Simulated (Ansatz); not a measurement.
This geometry of C₂H₃BOS (8 atoms, charge 0, multiplicity 1) is a first-order saddle point.

Theory: RKS PBE0-D4/6-31G in Ansatz 0.2.0.

```xyz
8
Properties=species:S:1:pos:R:3
C -0.371 1.206 0.950
C 0.736 0.592 0.933
S 1.755 -0.592 0.334
B 0.093 -1.172 -1.059
O -0.975 -0.487 -0.956
H -0.910 2.002 1.427
H 0.577 -2.065 -1.657
H -0.904 0.517 0.028
```

(1) Which two structures does it join? (They come from a converged band through this point; their orientation in space is the band's.)

(2) How far does it lie above each of them?

## Answers

(1) Bonds broken: S3–B4, O5–H8. Bonds formed: C1–H8. C2H3BOS becomes BHO + C2H2S.

Image 0:

```xyz
8
Properties=species:S:1:pos:R:3
C -0.160 1.570 1.400
C 0.541 0.694 0.931
S 1.532 -0.573 0.242
B 0.304 -1.233 -1.009
O -0.936 -0.706 -1.143
H -0.750 2.345 1.829
H 0.666 -2.138 -1.680
H -1.196 0.042 -0.570
```

Image 6:

```xyz
8
Properties=species:S:1:pos:R:3
C -0.463 1.247 0.941
C 0.706 0.671 0.978
S 2.139 -0.070 0.989
B -0.139 -1.613 -1.582
O -1.050 -0.835 -1.352
H -0.723 2.057 1.615
H 0.728 -2.362 -1.805
H -1.198 0.904 0.216
```

(2) 1.16 eV above the first and 0.82 eV above the second. This is the barrier of this one path; another mechanism may lie lower. The orbitals stay closed-shell, which can raise the energy where a bond breaks towards radicals; this wasn't checked here. Limits of this set-up: no polarisation functions.

The run took 13 min on 1 CPU thread of a shared host.
